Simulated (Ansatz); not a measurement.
Z-matrix (Å, degrees):
```
Zr
Cl 1 2.3365
Cl 1 2.3369 2 109.42
Cl 1 2.3369 2 109.43 3 119.81
Cl 1 2.3374 2 109.36 3 -119.99
```
Charge 0, spin multiplicity 1.

All values below come from frozen-core CCSD(T)/def2-TZVPP // TPSS-D3(BJ)/def2-SVP (Ansatz, a quantum-chemistry and plane-wave program).

The HF energy comes out as -1884.92685 Ha and the MP2 correlation energy is -1.09354 Ha.

Problem. Estimate the CCSD correlation energy, the (T) correction, the total energy and the T1 diagnostic.

Solution. 
- CCSD correlation energy: -1.14242 Ha
- (T) correction: -0.05606 Ha
- CCSD(T) total energy: -1886.12534 Ha
- T1 diagnostic: 0.016
